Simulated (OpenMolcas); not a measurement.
Re5+ (d2) among equal point charges was computed by CASSCF with the d shell active (OpenMolcas, ANO-RCC-VDZP on the metal). Its lowest spin-free states, and all those of the highest spin:

| 2S+1 | Degeneracy | E (cm-1) |
| --- | --- | --- |
| 3 | 3 | 0.0 |
| 3 | 3 | 8611 |
| 1 | 3 | 12544 |
| 1 | 2 | 12941 |
| 3 | 1 | 18464 |
| 3 | 3 | 20367 |
| 1 | 3 | 23462 |
| 1 | 1 | 24094 |
| 1 | 3 | 26015 |
| 1 | 2 | 33201 |
| 1 | 1 | 54174 |

Problem. Is the site octahedral, tetrahedral or cube-like, axial, or of lower symmetry?

Solution. The states with 2S+1 = 3 have orbital degeneracies 3, 3, 1, 3. Threefold states need a cubic site. For d2 at this spin an octahedron puts the threefold T1 below the threefold T2 and a tetrahedron or cube puts the single A2 below the threefold T2, so the site is octahedral. The run had Re5+ among 6 point charges of -1.5 e arranged as an octahedron (Oh), 1.94 Å from the ion.

An orbital triplet at a regular site is open to Jahn-Teller coupling, which can distort the site and quench the lowest spin-orbit gaps and is left out. Without dynamic correlation the repulsion within the d shell is too large (B by tens of per cent), so at a given field states of lower spin stand too high. This field is weak: 10Dq is about 9995 cm-1, while octahedral complexes of 5d ions of charge 3 and more, computed by the same method with explicit ligands, had a median near 35000 cm-1. Ground spin and moment need not be those of a real site. This is an electrostatic model: the charges have no orbitals. No measured value stands beside these numbers.
